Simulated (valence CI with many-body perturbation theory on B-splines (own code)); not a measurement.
## Ir38+: fill in the table

Level of theory: relativistic CI+MBPT: three valence electrons over a frozen Dirac-Fock core [Kr], a basis of 9 s, 9 p, 10 d, 8 f, 5 g, 3 h, 1 i functions for each j, with the one-electron correlation potential Σ1 (screened to all orders), the two-electron term Σ2, the three-electron term Σ3, Breit, model QED; selected single and double excitations, second order for the rest (own B-spline code, finite nucleus).

The last digits are not significant, and no measured levels were compared; by estimate large intervals hold to a few tenths of a per cent, small ones and those within an open d or f shell to about a per cent. Only levels of the ground parity were solved; by the run's estimate the other parity begins above the list, which can be wrong where configurations are misplaced.

| Level | E (cm⁻¹) |
| --- | --- |
| (4d3/2^3) J=3/2 | 0 |
| (4d3/2^2 4d5/2) J=5/2 [a] | 155720 |
| (4d3/2^2 4d5/2) J=3/2 | ? |
| (4d3/2^2 4d5/2) J=7/2 | 189210 |
| (4d3/2^2 4d5/2) J=9/2 | 191390 |
| (4d3/2^2 4d5/2) J=1/2 | ? |
| (4d3/2^2 4d5/2) J=5/2 [b] | 263720 |
| (4d3/2 4d5/2^2) J=7/2 [a] | 342030 |
| (4d3/2 4d5/2^2) J=9/2 | 357330 |
| (4d3/2 4d5/2^2) J=3/2 [a] | 371640 |
| (4d3/2 4d5/2^2) J=1/2 | ? |
| (4d3/2 4d5/2^2) J=5/2 [a] | 386820 |
| (4d3/2 4d5/2^2) J=11/2 | 389380 |
| (4d3/2 4d5/2^2) J=5/2 [b] | 412900 |
| (4d3/2 4d5/2^2) J=7/2 [b] | ? |
| (4d3/2 4d5/2^2) J=3/2 [b] | 477900 |
| (4d5/2^3) J=9/2 | ? |
| (4d5/2^3) J=3/2 | ? |
| (4d5/2^3) J=5/2 | 619920 |

Levels are named by their leading jj configuration (3d3/2^4 stands for four electrons in 3d with j = 3/2), which in mixed levels can hold well under half, so a name can repeat and another be missing. Letters in brackets count levels of one name in rising energy.

**Question.** The levels stand in rising order. What does the calculation give for the missing energies?

**Answer.** (4d3/2^2 4d5/2) J=3/2 175740; (4d3/2^2 4d5/2) J=1/2 193030; (4d3/2 4d5/2^2) J=1/2 381270; (4d3/2 4d5/2^2) J=7/2 [b] 417160; (4d5/2^3) J=9/2 542110; (4d5/2^3) J=3/2 586000.
